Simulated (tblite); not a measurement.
Compound: C₇H₁₁FO.
Bonds: C1–C2, C2–C3, C3–O4 (double), C3–F5, C2–C6, C6–C7, C7–C8, C8–C9, C2–C9. Hydrogens: H10, H11, H12 on C1; H13, H14 on C6; H15, H16 on C7; H17, H18 on C8; H19, H20 on C9.

The geometry is computed with GFN2-xTB (gas phase).

(1) Give the optimised bond lengths and angles.

Answers

(1) 
| bond | length (Å) |
| --- | --- |
| C1–C2 | 1.532 |
| C2–C3 | 1.501 |
| C3=O4 | 1.180 |
| C3–F5 | 1.371 |
| C2–C6 | 1.555 |
| C6–C7, C8–C9 | 1.528 |
| C7–C8 | 1.525 |
| C2–C9 | 1.540 |
| C1–H10, C1–H11, C1–H12 | 1.088 |
| C6–H13, C9–H20 | 1.090 |
| C6–H14, C9–H19 | 1.090 |
| C7–H15, C8–H18 | 1.090 |
| C7–H16, C8–H17 | 1.090 |

Bonds in one row agree within 0.01 Å and their mean is given. A selection of angles:
| angle | degrees |
| --- | --- |
| C2–C1–H10 | 110.5 |
| C2–C1–H11 | 110.8 |
| H10–C1–H11 | 108.6 |
| C1–C2–C3 | 108.3 |
| C1–C2–C6 | 112.1 |
| C3–C2–C6 | 108.4 |
| C3–C2–C9 | 109.9 |
| C6–C2–C9 | 105.7 |
| C2–C3–O4 | 130.7 |
| C2–C3–F5 | 110.9 |
| O4–C3–F5 | 118.3 |
| C2–C6–C7 | 105.5 |
| C2–C6–H13 | 110.3 |
| C2–C6–H14 | 111.1 |
| C7–C6–H13 | 109.9 |
| C7–C6–H14 | 112.4 |
| H13–C6–H14 | 107.7 |
| C6–C7–C8 | 103.7 |
| C6–C7–H15 | 110.2 |
| C6–C7–H16 | 112.1 |
| C8–C7–H15 | 109.7 |
| C8–C7–H16 | 112.8 |
| H15–C7–H16 | 108.3 |
| C7–C8–H17 | 110.0 |
| C7–C8–H18 | 112.8 |
| C9–C8–H17 | 109.9 |
| C9–C8–H18 | 112.5 |
| H17–C8–H18 | 108.6 |
| C8–C9–H19 | 110.1 |
| C8–C9–H20 | 112.5 |
| C2–C9–H19 | 109.5 |
| C2–C9–H20 | 111.4 |
| H19–C9–H20 | 108.6 |

Torsions: C1–C2–C3–O4 120° (anticlinal); C1–C2–C6–C7 -117° (anticlinal); C2–C6–C7–C8 -30°; C6–C7–C8–C9 42° (synclinal); C7–C8–C9–C2 -38° (synclinal); C1–C2–C9–C8 142° (anticlinal). The mirror-image conformer, all signs reversed, is as good.

Of the pairs four or more bonds apart, O4···H20 is among the closest relative to their van der Waals radii: 2.44 Å, 90 % of the sum of Bondi's values. The 5-membered ring C2–C6–C7–C8–C9 has internal angles of 102.9° to 105.7°; it is puckered, 0.18 Å rms from its mean plane, widest ring torsion 42°. The 7 C–C bonds span 1.501 Å (C2–C3, drawn single) to 1.555 Å (C2–C6, drawn single), a spread of 0.054 Å.

Point group: C1 (no symmetry element, even within 0.4 Å). Its GFN2-xTB frequencies are all real (lowest 31 cm⁻¹). One conformer, not necessarily the lowest. 3 starts were optimised and ended at 0.00, 0.23 and 0.54 kcal/mol (GFN2-xTB); the lowest of these is shown.
